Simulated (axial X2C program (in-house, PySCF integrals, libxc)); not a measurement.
# CsSe⁺ along the bond: HF, two-component

All values were computed with an axial X2C code built on PySCF integrals. Two-component (2c) means X2C with spin–orbit coupling and atomic mean-field two-electron Coulomb and Gaunt terms. Basis: Cs dyall-cv3z [15s15p9d4f1g], Se dyall-cv3z [8s9p6d4f1g] (cores contracted in-house); Gaussian nuclei, density fitting, unrestricted open shells. Masses: Cs 132.905 u, Se 79.917 u.

State: Ω = 1 (⟨Sz⟩ = 0.93, ⟨Lz⟩ = 0.07 at HF). Dipoles are positive if Se is the positive end and refer to the centre of mass.

```
R (Å)   μ (D)  HOMO (eV)  LUMO (eV)
3.344  -4.445     -13.96      -4.23
3.498  -4.778     -13.82      -4.08
3.613  -5.033     -13.71      -3.98
3.729  -5.291     -13.60      -3.88
3.844  -5.552     -13.50      -3.78
3.978  -5.860     -13.37      -3.68
4.113  -6.170     -13.25      -3.58
4.286  -6.570     -13.11      -3.46
4.497  -7.058     -12.94      -3.36
4.805  -7.757     -12.73      -3.32
```

(1) The minimum lies at 4.036 Å. What is the dipole moment there?

One determinant describes the state; a PBE0 search over occupations chose it and may have missed a lower one. Other states lie close and PBE0, whose exact exchange favours high spin, may order them wrongly; the determinant shown need not be the ground state. The nearest other 2c determinant of the search, Ω = 2, lies 0.21 eV up at the distance of the search. With several unpaired electrons one determinant need not be a pure state. Open-shell Ω = 0 determinants with evenly filled partner blocks cannot be reached by this program, so the Ω shown need not be the lowest component. This is the Ω = 1 component of a π² triplet; the 0⁺ component is not one determinant and can lie lowest.

Results:

(1) At HF, 2c, with the sign and origin stated: μ = -5.99 D.
